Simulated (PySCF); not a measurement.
# C4H10NSSi: g tensor and hyperfine couplings

Species: C4H10NSSi (doublet state).
Z-matrix (Å and degrees, GFN2-xTB geometry), rows numbered from 1:
```
C 
C   1  1.3601
C   2  1.3920  1  125.16
C   3  1.4935  2  122.59  1    -1.71
S   3  1.7419  2  122.76  1  -179.98
Si  5  2.1661  3  108.19  2   -18.64
N   6  1.7163  5  107.36  3    73.71
H   1  1.0744  2  122.36  3    -0.14
H   1  1.0746  2  120.66  3   179.79
H   2  1.0825  1  117.70  3  -179.72
H   4  1.0908  3  110.81  2   -57.08
H   4  1.0867  3  110.25  2  -177.59
H   4  1.0916  3  110.46  2    62.35
H   6  1.4596  5  100.21  3  -163.08
H   6  1.4550  5  109.68  3   -44.03
H   7  1.0063  6  120.11  5   174.01
H   7  1.0082  6  120.07  5    30.12
```

The hyperfine couplings belong to this conformer and change with its torsions.

Identity: `[CH2]/C=C(\C)S[SiH2]N` [radical].

Theory: UKS B3LYP, pcH-1 on C H N S Si, non-relativistic, mean-field spin-orbit, GIAO in PySCF. The structure is a single GFN2-xTB conformer in the gas phase; no vibrational or solvent corrections. The geometry wasn't refined by DFT: couplings that depend on bond lengths, twists or pyramidal angles can differ widely from those at the functional's own minimum. Stability of the SCF solution: not tested.

| Item | Value |
| --- | --- |
| g1, g2, g3 | 2.00195, 2.00406, 2.00517 |
| g_iso | 2.00373 |
| Form of g | rhombic: the two nearest values differ by 34 % of g3 − g1 |
| ⟨S²⟩ | 0.7715 (exact 0.7500) |
| Total energy | -900.91373 Eh |

Hyperfine couplings atom by atom, in 10⁻⁴ cm⁻¹; T1 to T3 are the principal values of the dipolar part (1 × 10⁻⁴ cm⁻¹ = 2.998 MHz):

| atom | isotope | a_iso | of which spin–orbit | T1 | T2 | T3 | Mulliken spin population |
| --- | --- | --- | --- | --- | --- | --- | --- |
| C1 | 13C | 15.0 | 0.0 | -14.3 | -13.7 | 28.0 | 0.58 |
| C2 | 13C | -13.9 | 0.0 | -8.3 | 3.2 | 5.1 | -0.23 |
| C3 | 13C | 21.3 | 0.1 | -17.5 | -16.9 | 34.4 | 0.58 |
| C4 | 13C | -6.7 | 0.0 | -0.2 | -0.1 | 0.4 | -0.05 |
| S5 | 33S | 0.8 | -0.1 | -4.3 | -3.0 | 7.4 | 0.09 |
| Si6 | 29Si | -0.9 | 0.0 | -0.9 | 0.4 | 0.5 | 0.02 |
| N7 | 14N | 0.7 | 0.0 | -0.1 | 0.0 | 0.1 | 0.00 |
| H8 | 1H | -11.2 | 0.0 | -6.0 | -0.3 | 6.3 | -0.02 |
| H9 | 1H | -11.7 | 0.0 | -7.0 | 0.0 | 7.1 | -0.03 |
| H10 | 1H | 3.5 | 0.0 | -1.6 | -0.4 | 2.1 | 0.01 |
| H11 | 1H | 16.1 | 0.0 | -1.2 | -0.5 | 1.8 | 0.02 |
| H12 | 1H | 0.7 | 0.0 | -1.0 | -0.9 | 1.8 | 0.00 |
| H13 | 1H | 19.6 | 0.0 | -1.2 | -0.6 | 1.8 | 0.03 |
| H14 | 1H | 0.3 | 0.0 | -0.4 | -0.3 | 0.7 | 0.00 |
| H15 | 1H | 0.5 | 0.0 | -0.5 | -0.2 | 0.7 | 0.00 |
| H16 | 1H | 0.0 | 0.0 | -0.2 | -0.2 | 0.4 | 0.00 |
| H17 | 1H | -0.1 | 0.0 | -0.3 | -0.2 | 0.5 | 0.00 |

The Mulliken spin populations are largest on C3 (+0.58), C1 (+0.58), C2 (-0.23) and S5 (+0.09). The positive populations add up to 1.33 and the negative ones to -0.33, together 2S = 1. The angles at C3 add up to 360.0°, so it is planar.

The SMILES `[CH2]/C=C(\C)S[SiH2]N` draws the unpaired electron on C1, whose computed spin population is only +0.58.

Axes: g2 points within 13° of the C1–C2 bond and g3 points within 12° of the C3–C4 bond.

Under fast tumbling the dipolar parts average out, and these isotropic splittings remain: 3 × 1H (H11/H12/H13, I = 1/2, 4 lines) with 1.30 mT, 1 × 1H (H9, I = 1/2, 2 lines) with 1.25 mT, 1 × 1H (H8, I = 1/2, 2 lines) with 1.20 mT, 1 × 1H (H10, I = 1/2, 2 lines) with 0.37 mT, 1 × 14N (N7, I = 1, 3 lines) with 0.07 mT and 2 × 1H (H14/H15, I = 1/2, 3 lines) with 0.04 mT.

Nuclei that the bonding pattern makes equivalent are averaged, as if the motion that swaps them (rotation, inversion, ring flip) were fast. H8 and H9 aren't averaged: C1 is flat or nearly so (angle sum 360°), and its turn about the short C1–C2 bond (1.36 Å) is taken as slow. H16 and H17 aren't averaged: N7 is flat or nearly so (angle sum 351°), and its turn about the short N7–Si6 bond (1.72 Å) is taken as slow. The three 1H nuclei of mean +36.4 MHz run from 2.1 to 58.8 MHz in the frozen geometry.

The 13C coupling of C3 (63.8 MHz) shows only in satellite lines or after enrichment, since that isotope makes up about 1.07 % of natural carbon.

The spin density at the nucleus, in bohr⁻³, is negative for C2 (-0.0371), C4 (-0.0179) and H9 (-0.0079), for instance. A restricted open-shell determinant has no negative spin density anywhere; here it arises because α and β orbitals differ (spin polarisation).

The run took 1.9 min of wall time (with the writing of density and orbital grids) on one thread, Arm Neoverse V2 (aarch64), no GPU, shared host, and the process peaked at 0.98 GiB of memory.
